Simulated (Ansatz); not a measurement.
A first, cheap relaxation of CH8FNSi2 (`FCN[SiH2][SiH3]`).

```yaml
crystal:
  periodic: [false, false, false]
  atoms:
    - {symbol: F, position_ang: [-0.324500, -1.159000, 1.738700]}
    - {symbol: C, position_ang: [0.009900, 0.157700, 1.979500]}
    - {symbol: N, position_ang: [0.853200, 0.579400, 0.891000]}
    - {symbol: Si, position_ang: [0.410000, 0.910800, -0.682200]}
    - {symbol: Si, position_ang: [-0.629600, -0.913200, -1.790600]}
    - {symbol: H, position_ang: [0.551500, 0.180400, 2.931500]}
    - {symbol: H, position_ang: [-0.849900, 0.791900, 2.088500]}
    - {symbol: H, position_ang: [1.670800, -0.093900, 0.845300]}
    - {symbol: H, position_ang: [1.531600, 1.381200, -1.386000]}
    - {symbol: H, position_ang: [-0.625000, 2.023800, -0.545500]}
    - {symbol: H, position_ang: [-0.982900, -0.539000, -3.154200]}
    - {symbol: H, position_ang: [-1.863700, -1.328400, -1.074100]}
    - {symbol: H, position_ang: [0.269000, -2.026500, -1.827100]}
basis:
  gaussian: {orbitals: def2-SVP}
hamiltonian: {xc: pbe, dispersion: d4}
relax: {f_tol: 0.03, max_steps: 200}
```

```sh
$ ansatz run in.yaml --threads 4 --pin off --events-out ev --progress --plain --max-ram 10444MiB
```

Shortened log:

```
Functional definition: PBE
mean field -21105.75477518 eV, -775.6221819936 hartree, gradient 2.4e-5 eV, S^2 0.000000; 0 other end points of the search recorded, 0 dependent functions left out
relax step   1: F+E_penalty+E_count = -21106.03842216 eV  Δ(F+E_penalty+E_count) = +0.000e0 eV  max|allowed force component| = 3.311e0 eV/Å  Δτ_max = 0.0000 Å  (28 SCF iters, accepted)
mean field -21106.20402856 eV, -775.6386917507 hartree, gradient 2.5e-5 eV, S^2 0.000000; 0 other end points of the search recorded, 0 dependent functions left out
relax step   2: F+E_penalty+E_count = -21106.48458270 eV  Δ(F+E_penalty+E_count) = -4.462e-1 eV  max|allowed force component| = 1.512e0 eV/Å  Δτ_max = 0.1108 Å  (29 SCF iters, accepted)
mean field -21106.31248602 eV, -775.6426774886 hartree, gradient 2.1e-5 eV, S^2 0.000000; 0 other end points of the search recorded, 0 dependent functions left out
relax step   3: F+E_penalty+E_count = -21106.59351889 eV  Δ(F+E_penalty+E_count) = -1.089e-1 eV  max|allowed force component| = 3.735e-1 eV/Å  Δτ_max = 0.1493 Å  (29 SCF iters, accepted)
mean field -21106.33085757 eV, -775.6433526309 hartree, gradient 1.8e-5 eV, S^2 0.000000; 0 other end points of the search recorded, 0 dependent functions left out
relax step   4: F+E_penalty+E_count = -21106.61300703 eV  Δ(F+E_penalty+E_count) = -1.949e-2 eV  max|allowed force component| = 2.513e-1 eV/Å  Δτ_max = 0.0447 Å  (30 SCF iters, accepted)
mean field -21106.33732392 eV, -775.6435902649 hartree, gradient 1.8e-5 eV, S^2 0.000000; 0 other end points of the search recorded, 0 dependent functions left out
relax step   5: F+E_penalty+E_count = -21106.62063638 eV  Δ(F+E_penalty+E_count) = -7.629e-3 eV  max|allowed force component| = 4.038e-2 eV/Å  Δτ_max = 0.0521 Å  (30 SCF iters, accepted)
mean field -21106.33794409 eV, -775.6436130557 hartree, gradient 1.8e-5 eV, S^2 0.000000; 0 other end points of the search recorded, 0 dependent functions left out
relax step   6: F+E_penalty+E_count = -21106.62195107 eV  Δ(F+E_penalty+E_count) = -1.315e-3 eV  max|allowed force component| = 4.138e-2 eV/Å  Δτ_max = 0.0307 Å  (31 SCF iters, accepted)
mean field -21106.34015282 eV, -775.6436942249 hartree, gradient 1.8e-5 eV, S^2 0.000000; 0 other end points of the search recorded, 0 dependent functions left out
relax step   7: F+E_penalty+E_count = -21106.62433061 eV  Δ(F+E_penalty+E_count) = -2.380e-3 eV  max|allowed force component| = 5.020e-2 eV/Å  Δτ_max = 0.1009 Å  (30 SCF iters, accepted)
mean field -21106.32340754 eV, -775.6430788473 hartree, gradient 1.8e-5 eV, S^2 0.000000; 0 other end points of the search recorded, 0 dependent functions left out
relax step   8: F+E_penalty+E_count = -21106.60980778 eV  Δ(F+E_penalty+E_count) = +1.452e-2 eV  max|allowed force component| = 3.300e-1 eV/Å  Δτ_max = 0.0734 Å  (30 SCF iters, rejected (line search))
mean field -21106.34048967 eV, -775.6437066039 hartree, gradient 1.8e-5 eV, S^2 0.000000; 0 other end points of the search recorded, 0 dependent functions left out
relax step   9: F+E_penalty+E_count = -21106.62567884 eV  Δ(F+E_penalty+E_count) = -1.348e-3 eV  max|allowed force component| = 2.465e-2 eV/Å  Δτ_max = 0.0367 Å  (31 SCF iters, accepted)
mean field -21106.33996842 eV, -775.6436874484 hartree, gradient 1.8e-5 eV, S^2 0.000000; 0 other end points of the search recorded, 0 dependent functions left out
relax step  10: F+E_penalty+E_count = -21106.62628271 eV  Δ(F+E_penalty+E_count) = -6.039e-4 eV  max|allowed force component| = 3.993e-2 eV/Å  Δτ_max = 0.0614 Å  (30 SCF iters, accepted)
mean field -21106.33997805 eV, -775.6436878022 hartree, gradient 1.8e-5 eV, S^2 0.000000; 0 other end points of the search recorded, 0 dependent functions left out
relax step  11: F+E_penalty+E_count = -21106.62642927 eV  Δ(F+E_penalty+E_count) = -1.466e-4 eV  max|allowed force component| = 2.951e-2 eV/Å  Δτ_max = 0.0190 Å  (30 SCF iters, accepted)
mean field -21106.33997805 eV, -775.6436878022 hartree, gradient 2.2e-5 eV, S^2 0.000000; 1 other end points of the search recorded, 0 dependent functions left out
Total energy: -21106.62646787 eV, -775.6542161090 hartree
Atom 0 at    -0.364968    -1.271914     1.546077 Å, force     0.009947     0.008886    -0.000493 eV/Å
Atom 1 at     0.047504     0.041698     1.888243 Å, force    -0.006623     0.016912    -0.029514 eV/Å
Atom 2 at     0.929871     0.615123     0.943156 Å, force    -0.018939    -0.024886     0.001925 eV/Å
Atom 3 at     0.359206     0.982338    -0.699846 Å, force    -0.023342     0.005071    -0.010986 eV/Å
Atom 4 at    -0.688217    -0.886806    -1.691225 Å, force     0.013032    -0.012374    -0.002750 eV/Å
Atom 5 at     0.526599    -0.029988     2.888371 Å, force    -0.005601     0.005124     0.009470 eV/Å
Atom 6 at    -0.880879     0.652153     1.960992 Å, force     0.015812    -0.012381     0.014298 eV/Å
Atom 7 at     1.878236     0.228935     0.993145 Å, force     0.011066     0.001245     0.010538 eV/Å
Atom 8 at     1.574872     1.417228    -1.472749 Å, force    -0.003941    -0.002463     0.005570 eV/Å
Atom 9 at    -0.619754     2.125221    -0.609542 Å, force     0.010527     0.009879     0.001145 eV/Å
Atom 10 at    -0.940639    -0.656347    -3.161473 Å, force    -0.001675     0.002511     0.005332 eV/Å
Atom 11 at    -2.007108    -1.163249    -1.022936 Å, force     0.006927     0.004542    -0.000465 eV/Å
Atom 12 at     0.205679    -2.089192    -1.547413 Å, force    -0.007188    -0.002067    -0.004070 eV/Å
Dipole moment:     0.243654     0.204625     0.157934 e Å
```

It took 20 s on 4 threads of an Arm Neoverse V1 on a shared host, with 0.17 GiB of host memory at the peak.
